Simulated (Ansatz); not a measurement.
`[S]=[W]([Cl])([Cl])([Cl])[Cl]` + H–F → `[F][W](=[S])([Cl])([Cl])[Cl]` + HCl at 298.15 K and 1 bar (ligand exchange at a W–Cl bond).

Program: Ansatz. Geometries: PBE0-D4/def2-TZVP. ΔE: electronic, gas phase. CCSD(T)/CBS adds triple-zeta CCSD(T) − MP2 to the extrapolated MP2 energy (def2 sets, frozen cores). This one scheme is used for every species. def2 core potentials past Kr. For W outer-core shells are correlated without core-valence functions, which leaves a few kJ/mol of doubt a bond.

```
                        species  CCSD(T)/CBS energy (Eh)  H − E (kJ/mol)  S (J/(mol·K))
`[S]=[W]([Cl])([Cl])([Cl])[Cl]`              -2304.06253            44.6          397.7
                            H–F               -100.39570            33.5          173.6
 `[F][W](=[S])([Cl])([Cl])[Cl]`              -1944.07857            46.1          397.4
                            HCl               -460.38127            26.6          186.8
```

H − E and S are ideal-gas, rigid-rotor, harmonic terms from PBE0-D4/def2-TZVP. 1 Eh = 2625.50 kJ/mol, R = 8.31446 J/(mol·K).

Problem. By hand: ΔE, ΔH, ΔS and ΔG.

Solution. ΔE = (-1944.07857) + (-460.38127) − (-2304.06253) − (-100.39570) = -0.00161 Eh = -4.2 kJ/mol. Δ(H − E) = 46.1 + 26.6 − 44.6 − 33.5 = -5.4, so ΔH = -9.6 kJ/mol. ΔS = 397.4 + 186.8 − 397.7 − 173.6 = 12.9 J/(mol·K). ΔG = -9.6 − 298.15 × (12.9)/1000 = -13.4 kJ/mol.

Problem. By hand: the equilibrium constant, and the temperature at which ΔG would vanish if ΔH and ΔS stayed fixed.

Solution. log₁₀ K = −ΔG/(RT ln 10) = 2.3. ΔH and −TΔS have one sign here, so there is no such temperature.

TΔS isn't small against ΔH here. A doubt of 5 kJ/mol in ΔE shifts log₁₀ K by 0.9 here. These are equilibria of isolated gas molecules and say nothing of rates. Largest T1 diagnostic: 0.021 (customary marks: 0.02 for closed shells, 0.045 for open ones).
